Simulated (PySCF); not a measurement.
## Exercise with solution: dipole moment from atomic charges

CH₃Li, SMILES [CH3][Li]. Atoms are numbered in the order given.

```xyz
5

Li     0.0000     0.0000    -1.5784
C      0.0000     0.0000     0.3840
H      0.8773     0.5065     0.8104
H      0.0000    -1.0131     0.8104
H     -0.8773     0.5065     0.8104
```

Geometry optimised at PBE0-D3(BJ)/def2-TZVPD. The isomer is the one that the SMILES or the coordinates give; other isomers of the formula were not compared.

Charges (e) from B3LYP/def2-TZVPD (PySCF):

```tsv
atom	IAO	ESP fit
Li1	0.718	0.770
C2	-1.038	-1.662
H3	0.107	0.298
H4	0.107	0.296
H5	0.107	0.298
```

The dipole moment of the full density is 5.57 D.

**Question.** What dipole moment does each set of point charges give, and which comes closer to that of the density?

**Answer.** 
μ = Σ q r, and 1 e Å = 4.8032 D.
IAO: Σ q r = (0.000, 0.000, -1.272) e Å, |μ| = 6.11 D.
ESP fit: Σ q r = (0.000, 0.002, -1.131) e Å, |μ| = 5.43 D.
ESP fit comes closer in size. Point charges leave out the atoms' own dipoles (lone pairs, polarised bonds); fits to the potential absorb them, partitions of the density don't.
